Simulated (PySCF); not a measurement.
IrO4, SMILES [O]=[Ir+](=[O])(=[O])=[O], charge +1, multiplicity 1. Heavy atoms are numbered as in [Ir+:1](=[O:2])(=[O:3])(=[O:4])=[O:5].

Geometry optimised at PBE0-D3(BJ)/def2-SVP. The spin state was assumed, not searched. The def2 effective core potentials stand for the cores of Ir; spin–orbit coupling is left out.

Calculation: PBE/def2-TZVP (PySCF).

ESP charges are fitted to the potential on shells at 1.4 to 2.0 van der Waals radii. Atomic charges (e), one atom of each kind:

```tsv
atom	ESP fit	Löwdin	Mulliken
Ir1	(withheld)	1.37	1.58
O2	(withheld)	-0.09	-0.15
```

Task: Complete the blanks. (An estimate is asked for; the answer gives what the named calculation found.)

Result: 
- Ir1, ESP fit: 1.07
- O2, ESP fit: -0.02
